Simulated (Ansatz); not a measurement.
Li5H4⁺ (the lowest singlet isomer of a short search), 9 atoms. Hardware: 4 threads of Arm Neoverse V1 on a shared host.

Task: How many basis functions does each of these Ansatz runs have, and roughly what does it cost? r2SCAN-D4/def2-TZVP, charge 1 singlet, energy, from earlier orbitals; ωB97M-V/def2-TZVP, charge 1 singlet, energy, from earlier orbitals; HF/STO-3G, charge 1 singlet, energy; PBE0-D4/def2-SVP, charge 1 singlet, energy, from earlier orbitals; PBE-D4/def2-TZVP, charge 1 singlet, energy, from earlier orbitals; PBE0-D4/def2-TZVP, charge 1 singlet, relaxation, 7 steps; revPBE-D4/def2-TZVP, charge 1 singlet, energy, from earlier orbitals; PBE0-D4/def2-TZVP, charge 1 singlet, energy and forces, from earlier orbitals; PBE-D4/def2-TZVP, charge 0 doublet at the geometry of the charge 1 singlet, energy, from earlier orbitals; B97M-V/def2-TZVP, charge 1 singlet, energy, from earlier orbitals; HF/6-31G, charge 1 singlet, energy; PBE-D4/def2-TZVP, charge 1 triplet at the geometry of the charge 1 singlet, energy, from earlier orbitals.

Result: Other jobs shared the machine, so times can vary by a factor of up to 3. A dash marks memory too small to be measured apart from the calling script's.

| run | functions | fitting or Cholesky vectors | wall time | peak host memory (GiB) |
| --- | --- | --- | --- | --- |
| HF/STO-3G, charge 1 singlet, energy | 29 | 346 | 0.1 s | – |
| HF/6-31G, charge 1 singlet, energy | 53 | 758 | 0.21 s | – |
| PBE-D4/def2-TZVP, charge 1 singlet, energy, from earlier orbitals | 94 | 821 | 0.6 s | – |
| PBE0-D4/def2-SVP, charge 1 singlet, energy, from earlier orbitals | 65 | 912 | 0.65 s | – |
| revPBE-D4/def2-TZVP, charge 1 singlet, energy, from earlier orbitals | 94 | 821 | 0.72 s | – |
| PBE0-D4/def2-TZVP, charge 1 singlet, energy and forces, from earlier orbitals | 94 | 821 | 0.87 s | – |
| PBE-D4/def2-TZVP, charge 1 triplet at the geometry of the charge 1 singlet, energy, from earlier orbitals | 94 | 821 | 1.2 s | – |
| r2SCAN-D4/def2-TZVP, charge 1 singlet, energy, from earlier orbitals | 94 | 821 | 1.3 s | – |
| PBE-D4/def2-TZVP, charge 0 doublet at the geometry of the charge 1 singlet, energy, from earlier orbitals | 94 | 821 | 1.9 s | – |
| ωB97M-V/def2-TZVP, charge 1 singlet, energy, from earlier orbitals | 94 | 821 | 3 s | – |
| B97M-V/def2-TZVP, charge 1 singlet, energy, from earlier orbitals | 94 | 821 | 3.1 s | – |
| PBE0-D4/def2-TZVP, charge 1 singlet, relaxation, 7 steps | 94 | 821 | 6 s | – |
